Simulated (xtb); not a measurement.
xtb input (GFN2-xTB):

```bash
xtb mol.xyz --gfn 2 --sp --chrg -1 --uhf 0
```
mol.xyz:
```
3

Ga     0.39713029    -0.00459403     0.42121933
Cl     0.98926004     0.33117172    -1.65455401
Cl    -1.71343880    -0.32279437     0.88644818
```

Output:

```
           -------------------------------------------------
          |                Calculation Setup                |
           -------------------------------------------------

           -------------------------------------------------
          |                 G F N 2 - x T B                 |
           -------------------------------------------------

        Reference                      10.1021/acs.jctc.8b01176
      * Hamiltonian:
        H0-scaling (s, p, d)           1.850000    2.230000    2.230000
        zeta-weighting                 0.500000
      * Dispersion:
        s8                             2.700000
        a1                             0.520000
        a2                             5.000000
        s9                             5.000000
      * Repulsion:
        kExp                           1.500000    1.000000
        rExp                           1.000000
      * Coulomb:
        alpha                          2.000000
        third order                    shell-resolved
        anisotropic                    true
        a3                             3.000000
        a5                             4.000000
        cn-shift                       1.200000
        cn-exp                         4.000000
        max-rad                        5.000000

          ...................................................
          :                      SETUP                      :
          :.................................................:
          :  # basis functions                  30          :
          :  # atomic orbitals                  27          :
          :  # shells                            9          :
          :  # electrons                        18          :
          :  max. iterations                   250          :
          :  Hamiltonian                  GFN2-xTB          :
          :  restarted?                      false          :
          :  GBSA solvation                  false          :
          :  PC potential                    false          :
          :  electronic temp.          300.0000000     K    :
          :  accuracy                    1.0000000          :
          :  -> integral cutoff          0.2500000E+02      :
          :  -> integral neglect         0.1000000E-07      :
          :  -> SCF convergence          0.1000000E-05 Eh   :
          :  -> wf. convergence          0.1000000E-03 e    :
          :  Broyden damping             0.4000000          :
          :  net charge                         -1          :
          :  unpaired electrons                  0          :
          ...................................................

 iter      E             dE          RMSdq      gap      omega  full diag
   1    -10.6708186 -0.106708E+02  0.121E+01    4.66       0.0  T
   2    -10.6725063 -0.168764E-02  0.719E+00    4.68       1.0  T
   3    -10.6734256 -0.919351E-03  0.179E+00    4.71       1.0  T
   4    -10.6736719 -0.246268E-03  0.976E-01    4.69       1.0  T
   5    -10.6736847 -0.128520E-04  0.447E-01    4.69       1.0  T
   6    -10.6737549 -0.701755E-04  0.233E-01    4.69       1.0  T
   7    -10.6737592 -0.431714E-05  0.718E-02    4.69       1.0  T
   8    -10.6737598 -0.607569E-06  0.174E-02    4.69       3.3  T
   9    -10.6737599 -0.607976E-08  0.448E-04    4.69     128.8  T
  10    -10.6737599 -0.149178E-10  0.168E-04    4.69     343.2  T

   *** convergence criteria satisfied after 10 iterations ***

         #    Occupation            Energy/Eh            Energy/eV
      -------------------------------------------------------------
         1        2.0000           -0.8671394             -23.5961
       ...           ...                  ...                  ...
         3        2.0000           -0.2987781              -8.1302
         4        2.0000           -0.2553395              -6.9481
         5        2.0000           -0.2498794              -6.7996
         6        2.0000           -0.2476331              -6.7384
         7        2.0000           -0.2463262              -6.7029
         8        2.0000           -0.2383356              -6.4854
         9        2.0000           -0.1507413              -4.1019 (HOMO)
        10                          0.0215558               0.5866 (LUMO)
        11                          0.0871609               2.3718
        12                          0.1430922               3.8937
        13                          0.1915502               5.2123
        14                          0.2165814               5.8935
       ...                                ...                  ...
        27                          1.3733862              37.3717
      -------------------------------------------------------------
                  HL-Gap            0.1722971 Eh            4.6884 eV
             Fermi-level           -0.0645928 Eh           -1.7577 eV

 SCC (total)                   0 d,  0 h,  0 min,  0.005 sec
 SCC setup                      ...        0 min,  0.000 sec (  3.086%)
 Dispersion                     ...        0 min,  0.000 sec (  2.277%)
 classical contributions        ...        0 min,  0.000 sec (  0.705%)
 integral evaluation            ...        0 min,  0.001 sec ( 15.429%)
 iterations                     ...        0 min,  0.003 sec ( 55.467%)
 molecular gradient             ...        0 min,  0.001 sec ( 18.359%)
 printout                       ...        0 min,  0.000 sec (  4.342%)

         :::::::::::::::::::::::::::::::::::::::::::::::::::::
         ::                     SUMMARY                     ::
         :::::::::::::::::::::::::::::::::::::::::::::::::::::
         :: total energy             -10.670041010172 Eh    ::
         :: gradient norm              0.056005706551 Eh/a0 ::
         :: HOMO-LUMO gap              4.688441688119 eV    ::
         ::.................................................::
         :: SCC energy               -10.673759858238 Eh    ::
         :: -> isotropic ES            0.119950868616 Eh    ::
         :: -> anisotropic ES         -0.003821023546 Eh    ::
         :: -> anisotropic XC         -0.004438647079 Eh    ::
         :: -> dispersion             -0.002136907495 Eh    ::
         :: repulsion energy           0.003718848066 Eh    ::
         :: add. restraining           0.000000000000 Eh    ::
         :: total charge              -1.000000000000 e     ::
         :::::::::::::::::::::::::::::::::::::::::::::::::::::

           -------------------------------------------------
          |                Property Printout                |
           -------------------------------------------------

    * Orbital Energies and Occupations

         #    Occupation            Energy/Eh            Energy/eV
      -------------------------------------------------------------
         1        2.0000           -0.8671394             -23.5961
         2        2.0000           -0.8666557             -23.5829
         3        2.0000           -0.2987781              -8.1302
         4        2.0000           -0.2553395              -6.9481
         5        2.0000           -0.2498794              -6.7996
         6        2.0000           -0.2476331              -6.7384
         7        2.0000           -0.2463262              -6.7029
         8        2.0000           -0.2383356              -6.4854
         9        2.0000           -0.1507413              -4.1019 (HOMO)
        10                          0.0215558               0.5866 (LUMO)
        11                          0.0871609               2.3718
        12                          0.1430922               3.8937
        13                          0.1915502               5.2123
        14                          0.2165814               5.8935
Note: The following floating-point exceptions are signalling: IEEE_UNDERFLOW_FLAG IEEE_DENORMAL
normal termination of xtb
        15                          0.2293752               6.2416
        16                          0.2343593               6.3772
        17                          0.2346494               6.3851
        18                          0.2348161               6.3897
        19                          0.2348992               6.3919
        20                          0.2359566               6.4207
       ...                                ...                  ...
        27                          1.3733862              37.3717
      -------------------------------------------------------------
                  HL-Gap            0.1722971 Eh            4.6884 eV
             Fermi-level           -0.0645928 Eh           -1.7577 eV

     #   Z          covCN         q      C6AA      α(0)
     1  31 Ga       1.577    -0.052   226.972    34.222
     2  17 Cl       0.788    -0.474   114.670    16.381
     3  17 Cl       0.788    -0.474   114.670    16.381

 Mol. C6AA /au·bohr⁶  :       1295.097343
 Mol. C8AA /au·bohr⁸  :      86392.685591
 Mol. α(0) /au        :         66.984035

Wiberg/Mayer (AO) data.
largest (>0.10) Wiberg bond orders for each atom

 ---------------------------------------------------------------------------
     #   Z sym  total        # sym  WBO       # sym  WBO       # sym  WBO
 ---------------------------------------------------------------------------
     1  31 Ga   1.941 --     3 Cl   0.970     2 Cl   0.970
     2  17 Cl   0.986 --     1 Ga   0.970
     3  17 Cl   0.986 --     1 Ga   0.970
 ---------------------------------------------------------------------------

Topologies differ in total number of bonds
Writing topology from bond orders to xtbtopo.mol

molecular dipole:
                 x           y           z       tot (Debye)
 q only:        0.610      -0.007       0.647
   full:        0.395      -0.005       0.419       1.463
molecular quadrupole (traceless):
                xx          xy          yy          xz          yz          zz
 q only:       -3.477      -2.236       5.966       7.969       2.119      -2.489
  q+dip:       -4.989      -2.993       8.786       9.559       2.861      -3.797
   full:       -5.684      -3.283      10.142       9.792       3.155      -4.458

           -------------------------------------------------
          | TOTAL ENERGY              -10.670041010172 Eh   |
          | GRADIENT NORM               0.056005706551 Eh/α |
          | HOMO-LUMO GAP               4.688441688119 eV   |
           -------------------------------------------------

------------------------------------------------------------------------
------------------------------------------------------------------------
 total:
 SCF:
```

This state (charge -1, singlet) is run at the relaxed geometry of the species with charge 0 and multiplicity 2.
